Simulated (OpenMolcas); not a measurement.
Computed transition rates of Xe VII

```json
{
  "Program": "OpenMolcas 26.06",
  "Method": "MS-RASPT2, IPEA 0.25 Eh, imaginary shift 0.1 Eh (closed shells correlated: 4d)",
  "Basis": "ANO-RCC-VTZP [7s6p4d2f1g]",
  "Scalar Hamiltonian": "DKH2, point nucleus",
  "Active space": "2 electrons in 9 orbitals (RAS2 5s 5p; RAS3 5d, at most 2 electrons)",
  "State averaging": "2S+1 = 3 even, 3 roots; 2S+1 = 1 even, 7 roots; 2S+1 = 3 odd, 3 roots; 2S+1 = 1 odd, 3 roots",
  "Spin-orbit coupling": "RASSI with atomic mean-field integrals over the reference wave functions, term energies averaged over their components"
}
```

Rates come from the transition moments of the reference wave functions (E1 and E2 in the length form). At fixed line strength A goes as λ^-3 for E1 and M1 and as λ^-5 for E2, so a rate at the computed wavelength can be rescaled to the measured one. Measured vacuum wavelengths follow from level energies in Saloman, J. Phys. Chem. Ref. Data 33, 765 (2004). Branching counts decays inside the model space alone, at computed energies, and the table is only a selection of the E1 lines, drawn from those between levels with measured partners whose computed energy lies within a factor of 1.5 of the measured one.

```json
{"Upper": "5p² ³P₀", "Lower": "5s 5p ¹P°₁", "Type": "E1", "λ computed (nm)": "119.5", "λ measured (nm)": "124.4", "A computed (s-1)": "3.92e+07", "A rescaled (s-1)": "", "Branching %": "0.6"}
{"Upper": "5p² ¹D₂ [60 %]", "Lower": "5s 5p ¹P°₁", "Type": "E1", "λ computed (nm)": "104.9", "λ measured (nm)": "107.7", "A computed (s-1)": "4.20e+08", "A rescaled (s-1)": "3.88e+08", "Branching %": "10.8"}
{"Upper": "5p² ³P₂ [60 %]", "Lower": "5s 5p ¹P°₁", "Type": "E1", "λ computed (nm)": "92.11", "λ measured (nm)": "92.09", "A computed (s-1)": "7.84e+08", "A rescaled (s-1)": "", "Branching %": "12.4"}
{"Upper": "5p² ³P₁", "Lower": "5s 5p ³P°₂", "Type": "E1", "λ computed (nm)": "81.8", "λ measured (nm)": "82.64", "A computed (s-1)": "2.78e+09", "A rescaled (s-1)": "2.70e+09", "Branching %": "34.2"}
{"Upper": "5p² ¹D₂ [60 %]", "Lower": "5s 5p ³P°₂", "Type": "E1", "λ computed (nm)": "80.35", "λ measured (nm)": "81.68", "A computed (s-1)": "2.10e+09", "A rescaled (s-1)": "", "Branching %": "54.0"}
{"Upper": "5p² ³P₀", "Lower": "5s 5p ³P°₁", "Type": "E1", "λ computed (nm)": "80.32", "λ measured (nm)": "81.15", "A computed (s-1)": "6.96e+09", "A rescaled (s-1)": "6.75e+09", "Branching %": "99.4"}
{"Upper": "5p² ³P₁", "Lower": "5s 5p ³P°₁", "Type": "E1", "λ computed (nm)": "74.65", "λ measured (nm)": "74.5", "A computed (s-1)": "2.13e+09", "A rescaled (s-1)": "2.14e+09", "Branching %": "26.2"}
{"Upper": "5p² ¹D₂ [60 %]", "Lower": "5s 5p ³P°₁", "Type": "E1", "λ computed (nm)": "73.44", "λ measured (nm)": "73.72", "A computed (s-1)": "1.37e+09", "A rescaled (s-1)": "", "Branching %": "35.2"}
{"Upper": "5p² ³P₂ [60 %]", "Lower": "5s 5p ³P°₂", "Type": "E1", "λ computed (nm)": "72.64", "λ measured (nm)": "72.37", "A computed (s-1)": "4.29e+09", "A rescaled (s-1)": "4.34e+09", "Branching %": "67.8"}
{"Upper": "5p² ³P₁", "Lower": "5s 5p ³P°₀", "Type": "E1", "λ computed (nm)": "72.5", "λ measured (nm)": "72.18", "A computed (s-1)": "3.19e+09", "A rescaled (s-1)": "3.23e+09", "Branching %": "39.3"}
{"Upper": "5p² ³P₂ [60 %]", "Lower": "5s 5p ³P°₁", "Type": "E1", "λ computed (nm)": "66.95", "λ measured (nm)": "66.05", "A computed (s-1)": "1.25e+09", "A rescaled (s-1)": "1.30e+09", "Branching %": "19.8"}
```

Spin-changing lines and M1 lines between different terms are not rescaled, since their strength hangs on the term gaps too.

The largest correction is for 5p² ¹D₂ [60 %] → 5s 5p ¹P°₁ (E1): 4.20e+08 × (104.9 / 107.7)^3 = 3.88e+08 s-1, a factor of 0.92.

The computed rate and branching of 5p² ³P₀ → 5s 5p ³P°₁ give the upper level a radiative lifetime of 0.994 / 6.96e+09 s-1 = 1.43e-10 s, counting decays inside the model space alone. The rescaled rate gives about 1.5e-10 s.

No measured rate stands beside these. Rescaling mends the energy factor alone: line strengths can still be far off where a level mixes with configurations outside the active space, and weak or spin-changing lines hang on small mixing coefficients that depend on the term gaps too, so rescaling need not improve them.

Active for correlation alone: 5d; no level in the range computed is led by a configuration that fills it, so any true level of that kind is missing. Some terms mix strongly with configurations of 5d, whose occupation reaches 0.19 (5p² ¹D). Measured partners are found by configuration, term and J. A level has none where our copy of the source lacks it or the pairing is in doubt (some pairs that miss far off the trend of their configuration count as doubtful). Levels of configurations outside the active space are missing.

A share in square brackets marks a mixed level and gives the weight of the term that names it. ° marks odd parity.
